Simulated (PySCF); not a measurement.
TPSS on Hf²⁺ (hafnium, charge +2), [Xe] 4f14 5d2, high-spin 3F determinant. Calculation: PySCF 2.14, in x2c-TZVPPall with one added diffuse shell each of s, p, d, f type (12s8p8d4f1g, 113 functions); scalar relativity by spin-free X2C-1e.

```
cycle= 1 E= -15077.3241285978  delta_E= -0.0189  |g|= 0.432  |ddm|= 0.624
cycle= 2 E= -15077.3056220784  delta_E= 0.0185  |g|= 0.579  |ddm|= 0.503
cycle= 3 E= -15077.3450775539  delta_E= -0.0395  |g|= 0.024  |ddm|= 0.606
cycle= 4 E= -15077.3452981164  delta_E= -0.000221  |g|= 0.0124  |ddm|= 0.0784
cycle= 5 E= -15077.3454957054  delta_E= -0.000198  |g|= 0.0128  |ddm|= 0.261
cycle= 6 E= -15077.3455557178  delta_E= -6e-05  |g|= 0.00253  |ddm|= 0.0782
cycle= 7 E= -15077.3455578363  delta_E= -2.12e-06  |g|= 0.00123  |ddm|= 0.0135
cycle= 8 E= -15077.3455584496  delta_E= -6.13e-07  |g|= 0.000107  |ddm|= 0.0102
cycle= 9 E= -15077.345558454  delta_E= -4.45e-09  |g|= 1.97e-06  |ddm|= 0.000713
cycle= 10 E= -15077.3455584541  delta_E= -5.46e-12  |g|= 7.3e-07  |ddm|= 1e-05
converged SCF energy = -15077.3455584541  <S^2> = 2.0010048  2S+1 = 3.0006698
```

Highest occupied orbital energy: -18.126 eV; ⟨L²⟩ = 10.12; populations by l: s 10.32, p 24.00, d 21.68, f 14.00.

Problem. Can this result be used?

Solution. Not for this state. The calculation finished and met its thresholds. ⟨L²⟩ = 10.12 against 12 for a pure F term, so this real determinant mixes terms. Spin-orbit coupling, absent here, splits the open shell strongly. The s, p, d and f populations moved away from the nominal configuration during the SCF.
